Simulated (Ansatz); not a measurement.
Total energies of trimethylindium (TMIn).

```tsv
atom	x (Å)	y (Å)	z (Å)
C1	1.9506	-0.7567	-0.5565
In2	-0.0032	-0.0084	-0.0049
C3	-0.8148	-0.4448	1.9528
C4	-1.1399	1.1918	-1.4010
H5	2.1820	-1.6851	-0.0320
H6	2.7104	-0.0193	-0.2824
H7	2.0220	-0.9256	-1.6321
H8	-1.4818	0.3493	2.2921
H9	-0.0222	-0.5861	2.6893
H10	-1.3951	-1.3706	1.9037
H11	-0.8987	0.9360	-2.4338
H12	-0.8963	2.2476	-1.2516
H13	-2.2130	1.0720	-1.2435
```

Total charge 0; spin multiplicity 1. Correlated methods include outer-core shells of In, which these sets cover unevenly. In takes the def2 core potential. The geometry is a stationary point of PBE0-D4/def2-TZVP. Basis def2-TZVPP, Ansatz 0.2.0.

RPA on PBE orbitals: Hartree–Fock energy of these orbitals -308.02895 Eh, correlation -1.35992 Eh (frozen core).

```json
{"functional": "LDA (SPW92)", "kind": "LDA", "energy without D4 (Eh)": "-308.41410", "D4 term (kJ/mol)": "–"}
{"functional": "PBE", "kind": "GGA", "energy without D4 (Eh)": "-309.72154", "D4 term (kJ/mol)": "-20.0"}
{"functional": "revPBE", "kind": "GGA", "energy without D4 (Eh)": "-309.91402", "D4 term (kJ/mol)": "-57.1"}
{"functional": "BLYP", "kind": "GGA", "energy without D4 (Eh)": "-309.77607", "D4 term (kJ/mol)": "-42.8"}
{"functional": "r2SCAN", "kind": "meta-GGA", "energy without D4 (Eh)": "-309.89181", "D4 term (kJ/mol)": "-5.1"}
{"functional": "B97M-V", "kind": "meta-GGA with VV10", "energy without D4 (Eh)": "-309.90228", "D4 term (kJ/mol)": "–"}
{"functional": "PBE0", "kind": "global hybrid, 25 % exact exchange", "energy without D4 (Eh)": "-309.74686", "D4 term (kJ/mol)": "-17.1"}
{"functional": "B3LYP", "kind": "global hybrid, 20 %", "energy without D4 (Eh)": "-309.98062", "D4 term (kJ/mol)": "-32.2"}
{"functional": "r2SCANh", "kind": "meta-GGA hybrid, 10 %", "energy without D4 (Eh)": "-309.87427", "D4 term (kJ/mol)": "-5.5"}
{"functional": "r2SCAN0", "kind": "meta-GGA hybrid, 25 %", "energy without D4 (Eh)": "-309.84914", "D4 term (kJ/mol)": "-6.1"}
{"functional": "HSE06 (plane-wave form)", "kind": "screened hybrid", "energy without D4 (Eh)": "-309.73729", "D4 term (kJ/mol)": "-16.1"}
{"functional": "BHLYP", "kind": "global hybrid, 50 %", "energy without D4 (Eh)": "-309.73784", "D4 term (kJ/mol)": "-26.7"}
{"functional": "CAM-B3LYP", "kind": "range-separated hybrid", "energy without D4 (Eh)": "-309.80384", "D4 term (kJ/mol)": "-17.6"}
{"functional": "LC-ωPBE", "kind": "long-range corrected hybrid", "energy without D4 (Eh)": "-309.86237", "D4 term (kJ/mol)": "–"}
{"functional": "ωB97X-V", "kind": "range-separated hybrid GGA with VV10", "energy without D4 (Eh)": "-309.84562", "D4 term (kJ/mol)": "–"}
{"functional": "ωB97M-V", "kind": "range-separated hybrid meta-GGA with VV10", "energy without D4 (Eh)": "-309.76414", "D4 term (kJ/mol)": "–"}
{"functional": "B2PLYP", "kind": "double hybrid", "energy without D4 (Eh)": "-309.56538", "D4 term (kJ/mol)": "–"}
{"functional": "PBE-QIDH", "kind": "double hybrid", "energy without D4 (Eh)": "-309.52894", "D4 term (kJ/mol)": "–"}
```

B3LYP takes the VWN-RPA correlation (the form of Gaussian; ORCA's B3LYP/G). HSE06 is the plane-wave form, built on full-range PBE exchange. The double hybrids freeze the cores in their second-order part.

LC-ωPBE has ω = 0.4 bohr⁻¹.
